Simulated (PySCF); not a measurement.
# Telling isomers of C$_{4}$H$_{8}$F$_{2}$OSi apart by NMR

PySCF 2.14.0 with density-fitted response routines calculation with GFN2-xTB structure and PBE0/pcSseg-1 with gauge-including orbitals; averaged over atoms made equivalent by symmetry, fast rotation or ring inversion, no solvent model, a single conformation, relativity neglected.

Referencing at the same level of theory: 1H (σ = 31.72 ppm), 13C (σ = 186.93 ppm) against TMS. Splittings of carbon signals by F and P are missing where no couplings were computed. Where no couplings were computed, multiplicities follow the n + 1 count of equivalent neighbours, and m marks all less simple cases (inequivalent or close neighbours, rings, F or P nearby). Shifts are as computed. Against solution values, carbons near 30 ppm lie about +3 ppm off and those near 130 ppm about +5 ppm. Of 1211 compounds with measured shifts, 218 miss one by over three times the rms of a fit or turn the order of signals round; such compounds aren't used in these exercises.

(1) Tabulate the signals of `CO[SiH2]C(C)=C(F)F`, `C/C(=C/F)O[SiH2]CF` and their relative energies.

(2) What is the quickest way to tell CO[SiH2]C(C)=C(F)F from C/C(=C/F)O[SiH2]CF?

Answers

(1) 
| SMILES | carbon types | δC | δH | E rel. (kcal/mol) |
| --- | --- | --- | --- | --- |
| CO[SiH2]C(C)=C(F)F | 2×C 2×CH3 | 167.2, 80.0, 54.2, 11.8 | 5.18 (s, 2H), 3.87 (s, 3H), 1.83 (s, 3H) | 0.0 |
| C/C(=C/F)O[SiH2]CF | 1×C 1×CH 1×CH2 1×CH3 | 143.7, 139.7, 79.3, 19.2 | 6.54 (m, 1H), 5.20 (m, 2H), 5.09 (m, 2H), 1.73 (s, 3H) | 9.6 |

Energies are electronic energies at PBE0/pcSseg-1 on these geometries, without zero-point or thermal terms, each for the one conformer computed, which needn't be the lowest.

(2) Both give the same number of carbon signals, but DEPT or the intensities differ. The first has a fully substituted alkene carbon (C) at 80.0 ppm, the second a β carbon of an enol-ether or enamine type C=C (CH) at 139.7 ppm. Their most deshielded carbons lie at 167.2 and 143.7 ppm. In the proton spectra the most deshielded non-exchanging signals are 5.18 (s, 2H) and 6.54 (m, 1H).
